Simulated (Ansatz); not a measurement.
Geometry optimisation, RHF/def2-SVP (Ansatz).

The input (input.yaml):

```yaml
crystal:
  periodic: [false, false, false]
  atoms:
    - { symbol: Si, position_ang: [0.0, 0.0, 0.0] }
    - { symbol: Cl, position_ang: [0.0, 0.0, 2.13] }
    - { symbol: H, position_ang: [1.3768, 0.0, -0.4862] }
    - { symbol: H, position_ang: [-0.6877, 1.1914, -0.4862] }
    - { symbol: O, position_ang: [-0.7913, -1.3709, -0.5594] }
    - { symbol: Si, position_ang: [-1.673, -2.4329, 0.3983] }
    - { symbol: H, position_ang: [-1.2634, -2.287, 1.792] }
    - { symbol: H, position_ang: [-3.0964, -2.1323, 0.2761] }
    - { symbol: H, position_ang: [-1.4264, -3.8036, -0.0398] }
basis:
  gaussian: { orbitals: def2-SVP }
hamiltonian:
  xc: hf
relax:
  f_tol: 0.02
  max_steps: 40
```

Command:

```bash
$ ansatz run input.yaml --threads 1 --pin off --max-ram 2048MiB --backend cpu --events-out ev --progress --plain --runs-dir out
```

**Question.** Where does it end, and by what steps?

**Answer.** The forces met the threshold. After 8 steps the energy has fallen by 0.422 eV; Cl2 moved furthest, 0.76 Å.

```tsv
step	energy less start (eV)	largest force component (eV/Å)	accepted
0	0.0000	1.563	yes
1	-0.2236	1.128	yes
2	-0.3321	0.684	yes
3	-0.3927	0.318	yes
4	-0.4150	0.039	yes
5	-0.4199	0.046	yes
6	-0.4215	0.060	yes
7	-0.4210	0.060	no
8	-0.4220	0.006	yes
```

```xyz
9
Properties=species:S:1:pos:R:3
Si 0.056 0.093 0.049
Cl 0.314 0.678 2.020
H 1.387 -0.121 -0.533
H -0.668 1.169 -0.641
O -0.802 -1.283 0.001
Si -1.751 -2.558 0.439
H -1.522 -2.889 1.860
H -3.172 -2.206 0.236
H -1.404 -3.719 -0.405
```

Whether the end is a true minimum wasn't checked by a vibrational analysis.

The run took 15 s on 1 thread of Arm Neoverse V2, on a shared host, peak memory 0.18 GiB.
